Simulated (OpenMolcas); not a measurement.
Cr4+ among 6 point charges of -1 e arranged as a trigonal prism (D3h), 1.77 Å from the ion, with a polar angle of 41.2° against the regular 49.1°.
```
   1.1669    0.0000    1.3309  -1.00
  -0.5835    1.0106    1.3309  -1.00
  -0.5835   -1.0106    1.3309  -1.00
   1.1669    0.0000   -1.3309  -1.00
  -0.5835    1.0106   -1.3309  -1.00
  -0.5835   -1.0106   -1.3309  -1.00
```

```json
{
 "Program": "OpenMolcas 26.06",
 "Method": "CASSCF",
 "Basis": "ANO-RCC-VTZP [6s5p3d2f1g]",
 "Scalar Hamiltonian": "DKH2, point nucleus",
 "Active space": "2 electrons in 5 orbitals (3d)",
 "State averaging": "2S+1 = 3 even, 10 roots; 2S+1 = 1 even, 15 roots",
 "Spin-orbit coupling": "RASSI with atomic mean-field integrals over the reference wave functions"
}
```

What is the spin-free ground state (labels of D3, the rotations of D3h)?

3A2, 1-fold in its orbital part, 100 % from free-ion F terms; it has the highest spin that d2 allows.

Where is the first state of the same spin?

3A1 at 1.72 cm-1 above the ground state. The two act as a nearly degenerate pair, with unquenched orbital momentum.

What are the lowest two levels with spin-orbit coupling?

A 2-fold level E with g = 0.00, 0.00, 2.37, then a 2-fold level E 278.2 cm-1 above it. Their leading multiplicities are 3 (100 %) and 3 (100 %).

What is χT at 300 K, and how does it compare with the textbook value?

The lowest level has 2S+1 = 3, for which the spin-only value is χT = S(S+1) / 2 = 1.000 cm3 K/mol (g = 2). The computed 0.608 at 300 K differs by -0.392, through orbital momentum, spin-orbit coupling and any other state in reach.

Spin-orbit coupling mixes the spin-free states strongly: the lowest level takes only 41 % from its leading state, 3A2. Without dynamic correlation the repulsion within the d shell is too large (B by tens of per cent), so at a given field states of lower spin stand too high. The ground term spreads over less than 5000 cm-1, several times less than with real ligands, so orbital moments are less quenched and χT lies further from the spin-only value than at real sites. Point charges carry no covalency, so the field is a model and not that of real ligands. No measured value stands beside these numbers.

With an even number of electrons the g values are those of a degenerate or nearly degenerate non-Kramers pair.
